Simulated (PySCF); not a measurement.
**Excitation energies in several basis sets**

GeH₇NSi.
Geometry (PBE0-D3(BJ)/def2-SVP, Å), atoms numbered from 1 in this order:
```
atom  x, y, z in Å
N1     1.690    0.588    0.504
Ge2    0.648   -0.869    0.054
Si3   -1.627   -0.201    0.282
H4     2.688    0.390    0.491
H5     1.528    1.401   -0.086
H6     0.899   -1.420   -1.376
H7     1.017   -1.986    1.050
H8    -2.538   -1.324   -0.099
H9    -1.905    0.961   -0.620
H10   -1.916    0.206    1.690
```

TDDFT with PBE0 (PySCF), vertical singlets, core orbitals frozen in the response, spherical d and f functions. One conformer (not necessarily the lowest) at the PBE0-D3(BJ)/def2-SVP geometry, without solvent, vibrations or thermal averaging. Relativistic effects, spin–orbit coupling among them, are left out although an element past zinc is present.

| basis | functions | diffuse | S1 (eV) | S2 (eV) | S3 (eV) | S4 (eV) | S5 (eV) | LUMO (eV) | α (au) |
| --- | --- | --- | --- | --- | --- | --- | --- | --- | --- |
| 6-31G* | 78 | no | 5.82 | 6.80 | 7.05 | 7.24 | 8.04 | 0.27 | 58.9 |
| def2-SVP | 99 | no | 5.91 | 6.86 | 7.16 | 7.32 | 7.83 | 0.27 | 63.3 |
| def2-SVPD | 138 | yes | 5.79 | 6.63 | 6.75 | 6.89 | 7.02 | -0.13 | 72.8 |
| aug-cc-pVDZ | 149 | yes | 5.53 | 6.35 | 6.47 | 6.69 | 6.78 | -0.45 | 74.5 |
| def2-TZVP | 158 | no | 5.80 | 6.77 | 6.82 | 7.03 | 7.38 | -0.03 | 69.5 |
| def2-TZVPD | 197 | yes | 5.63 | 6.53 | 6.64 | 6.72 | 6.85 | -0.29 | 74.0 |

**Question.** Compare the sets with the largest diffuse one.

**Answer.** States are compared by their number. Against the largest diffuse basis here (def2-TZVPD, itself not a converged limit), sets without diffuse functions differ by up to 0.28 eV in S1 and 1.18 eV in S5; the smaller diffuse sets differ by up to 0.16 and 0.17 eV. State by state, the largest deviation of a set without diffuse functions is S1 0.28, S2 0.33, S3 0.51, S4 0.60, S5 1.18 eV. The same number needn't mean the same state in each row. Against def2-TZVPD the polarisability deviates by -20% in 6-31G*, -14% in def2-SVP, -2% in def2-SVPD, +1% in aug-cc-pVDZ, -6% in def2-TZVP.

Without π bonds the low states are Rydberg-like; a valence basis with one diffuse set may place them up to an eV too high.
